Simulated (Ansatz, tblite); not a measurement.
Cost and result up the ladder for InH2(OH) (InOH3) (5 atoms). Charge 0, multiplicity 1. Geometry: PBE-D4/def2-TZVP.

```xyz
5

In   -0.321   -0.549   -0.037
H     0.337   -2.089   -0.413
H    -1.900    0.039    0.337
O     1.124    0.861   -0.049
H     0.761    1.738    0.162
```

Ansatz on 4 threads of Arm Neoverse V2 on a shared host; xTB runs through tblite on one thread. Times are rough, summed over both states, and most runs start from the orbitals of an earlier one. PBE0-D4/def2-TZVP serves as the yardstick here, not as an exact answer. The other state is a triplet.

In the def2 sets In takes a core potential; there is no spin–orbit coupling. The xTB rows come from tblite. HOMO above LUMO, or a gap near zero within one spin, warns that the state may not be the lowest or that an electron is smeared out.

xTB has no spin-polarisation term.

```
              level  functions  vertical triplet (eV)  difference from PBE0-D4/def2-TZVP (eV)                                  remarks
r2SCAN-D4/def2-TZVP         99                   4.79                                   -0.24                                        –
           GFN1-xTB         19                   6.84                                    1.82                                        –
  PBE0-D4/def2-TZVP         99                   5.03                                    0.00                                        –
   PBE-D4/def2-TZVP         99                   4.71                                   -0.32  gap within one spin near zero (triplet)
           GFN2-xTB         16                   4.41                                   -0.62                                        –
```

(1) Estimate how long each takes.

## Answers

(1) GFN2-xTB 0.003 s; GFN1-xTB 0.004 s; PBE-D4/def2-TZVP 1.5 s; PBE0-D4/def2-TZVP 3.6 s; r2SCAN-D4/def2-TZVP 4.8 s. On shared hardware such times vary by a factor of up to 3.
